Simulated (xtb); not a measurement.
InI3, SMILES [I][In]([I])[I]. All values are semi-empirical tight-binding results from xtb (GFN2-xTB unless named), good for trends rather than for accurate numbers. The structure is a stationary point at GFN2-xTB. The isomer is the one that the SMILES or the coordinates give; other isomers of the formula were not compared.

Optimised geometry:

Bond lengths (Å): In1–I2 2.702, In1–I3 2.702, In1–I4 2.702. Angles (°): I2–In1–I3 120.0, I2–In1–I4 120.0, I3–In1–I4 120.0.
Charge 0, spin multiplicity 1.

For metal compounds this method's bond lengths and energies can be far off.

```
Item                                           Result
-------------------------------------  --------------
point group as xtb finds it                       D3h
orbital gap                                   2.60 eV
zero-point energy                        1.1 kcal/mol
G − E(el) at 298.15 K (modified RRHO)  -21.8 kcal/mol
```

Computed atomic charges and the Wiberg bond orders between heavy atoms:
charges (e) In1 0.16, I2 -0.05, I3 -0.05, I4 -0.05. Bond orders In1–I2 1.04, In1–I3 1.04, In1–I4 1.04.
